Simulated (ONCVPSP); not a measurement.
## Ranking ONCV potentials for tantalum (Ta)

All share these settings but for the change named:

- Element: Ta (Z = 73)
- Generator: ONCVPSP 4.0.1
- Type: optimised norm-conserving Vanderbilt (ONCV)
- Functional: LDA (Perdew-Zunger)
- Relativity: scalar-relativistic
- Frozen core: [Kr] 4d10 4f14
- Valence charge: 13
- Reference configuration: 5s2 5p6 5d3 6s1 (charge +1)
- Partial waves: 5s+6s: rc 1.85 bohr, ncon 3, nbas 6, qcut 5.2 1/bohr, 2 projectors; 5p: rc 1.85 bohr, ncon 4, nbas 7, qcut 6.1 1/bohr, 2 projectors, debl 2.6 Ha; 5d: rc 2.15 bohr, ncon 3, nbas 8, qcut 8.4 1/bohr, 1 projector
- Local potential: polynomial inside 1.50 bohr (lpopt 5, dvloc0 6 Ha)
- Core correction: Teter function, fcfact 2.25, rcfact 1.4

Cutoff: the first of the cutoffs (Ha) at which the residual kinetic energy of the hardest occupied pseudo-wave falls to 1 and 0.1 mHa per electron; the density cutoff is not measured.

The base gives 14 Ha.

Of 6 variants that were run, those that failed, showed a ghost or another fault, or gave nearly equal values are left out.

A variant can come out equal or close to the base.

(1) Rank these variants from softest to hardest (loose cutoff).
A. s: qcut 3.3; p: qcut 3.9; d: qcut 5.3
B. s: qcut 4.2; p: qcut 4.9; d: qcut 6.7
C. s: qcut 6.7; p: qcut 7.8; d: qcut 10.8

Results:

(1) B (13 Ha), A (18 Ha), C (25 Ha).
